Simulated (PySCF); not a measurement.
# Static response to an electric field

Compound: GaH₂I.
Structure used (PBE0-D3(BJ)/def2-SVP), in Å, numbered top down from 1:
```
atom  x, y, z in Å
Ga1    0.1453    0.2474   -0.0012
H2     1.6988    0.1088    0.0137
H3    -0.7202    1.5447   -0.0201
I4    -1.1238   -1.9009    0.0077
```

Level: CAM-B3LYP/def2-SVPD (PySCF), static field, nuclei fixed, core orbitals frozen in the response. The polarisability tensor in these axes (au):

```
x   67.79 10.82  0.04
y   10.82 79.74 -0.16
z    0.04 -0.16 52.17
```

Give the principal values, the mean and the anisotropy Δα = √{½[(α1 − α2)² + (α2 − α3)² + (α1 − α3)²]}.

Principal values 52.17, 61.41 and 86.12 au; mean 66.57 au = 9.86 Å³ = 10.98 × 10⁻⁴⁰ C²·m²/J; Δα = 30.41 au (46 % of the mean).

What is the dipole moment, and where does it point?

(0.84, 1.43, -0.01) D, 1.66 D in size, pointing from the negative to the positive side. Measured along this direction, the outermost atoms are I4 at the negative end and H3 and H2 at the positive end.

Refractivity n − 1 of an ideal gas of it at 350 K and 1 atm, from the electronic α?

N = p/kT = 2.0968 × 10¹⁹ cm⁻³, so n − 1 = 2π × N × 9.86 × 10⁻²⁴ cm³ = 1300 × 10⁻⁶ at long wavelengths.

Give the principal axes and the span of the nuclei along them.

Largest value along (0.51, 0.86, 0.00), where the nuclei span 3.17 Å; middle along (0.86, -0.51, 0.01), 2.81 Å; least along (-0.01, 0.01, 1.00), 0.00 Å. The response follows the extents in order.

Find the Langevin capture rate constant for NH4+ (18.034 u) meeting this molecule (197.846 u), k = 2.342 × 10⁻⁹ cm³/s × √(α in Å³ / reduced mass in u).

The reduced mass is 16.53 u, so k = 1.81 × 10⁻⁹ cm³/s. The formula leaves out the permanent dipole, which adds to the capture rate.

Sum over states: ᾱ = Σ f/ω², ω in Eh. What share falls to these 15 lowest TDDFT singlets (eV, f)? 4.33, 0.0000; 5.11, 0.0504; 5.55, 0.0013; 5.65, 0.0290; 5.96, 0.0190; 6.05, 0.0000; 6.79, 0.0291; 7.20, 0.1264; 7.53, 0.0010; 7.56, 0.5772; 7.82, 0.0000; 7.85, 0.0147; 7.85, 0.0020; 7.97, 0.0347; 8.07, 0.1146.

They add up to 14.20 au, 21.3 % of the 66.57 au; the largest single term is 7.48 au, from the state at 7.56 eV. Terms in order: 0.00, 1.43, 0.03, 0.67, 0.40, 0.00, 0.47, 1.80, 0.01, 7.48, 0.00, 0.18, 0.02, 0.40, 1.30 au. Higher excitations give the rest. The strengths listed sum to 1.000.

What depolarisation ratio follows for Rayleigh scattering of linearly polarised light, taking the static tensor?

ρ = 3Δα²/(45ᾱ² + 4Δα²) = 2774.0/(199404 + 3698.7) = 0.0137.

Isolated species at its PBE0-D3(BJ)/def2-SVP geometry, gas phase. Atoms past krypton carry effective core potentials; spin–orbit coupling is left out. The calculation is non-relativistic apart from the core potentials, for gallium too.
